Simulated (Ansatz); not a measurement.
`C=C[SiH](F)Cl` and `C=C[SiH](F)[GeH3]` differ in one atom or group.

Ansatz, PBE0-D4/def2-TZVP geometries, multiplicity 1. Each molecule was computed in one conformer, which needn't be the lowest.

Scalar relativity is left out up to krypton.

```
                                      property  `C=C[SiH](F)Cl`
            LUMO energy (PBE0/def2-TZVPP) / eV            -1.08
         LUMO energy (ωB97M-V/def2-TZVPP) / eV             1.05
             LUMO energy (PBE/def2-TZVPP) / eV            -2.08
            HOMO energy (PBE0/def2-TZVPP) / eV            -8.62
size of the dipole moment (PBE/def2-TZVPP) / D             2.22
         HOMO–LUMO gap (B3LYP/def2-TZVPP) / eV             7.07
```

Q: Give the same properties after the change, and the shifts. (An estimate is asked.)

A: Computed: 
```json
{"property": "LUMO energy (PBE0/def2-TZVPP) / eV", "`C=C[SiH](F)[GeH3]`": "-1.09", "shift": "-0.01"}
{"property": "LUMO energy (ωB97M-V/def2-TZVPP) / eV", "`C=C[SiH](F)[GeH3]`": "0.93", "shift": "-0.12"}
{"property": "LUMO energy (PBE/def2-TZVPP) / eV", "`C=C[SiH](F)[GeH3]`": "-2.04", "shift": "0.04"}
{"property": "HOMO energy (PBE0/def2-TZVPP) / eV", "`C=C[SiH](F)[GeH3]`": "-7.88", "shift": "0.74"}
{"property": "size of the dipole moment (PBE/def2-TZVPP) / D", "`C=C[SiH](F)[GeH3]`": "1.73", "shift": "-0.49"}
{"property": "HOMO–LUMO gap (B3LYP/def2-TZVPP) / eV", "`C=C[SiH](F)[GeH3]`": "6.39", "shift": "-0.68"}
```

The zero-point energy changes by 56.3 kJ/mol with +9 modes. Dipoles are sizes alone; their direction can turn.

B3LYP here is the variant with VWN-RPA as its local correlation; programs differ in this.

Positive LUMOs are unbound, so they and the gaps depend on the basis.
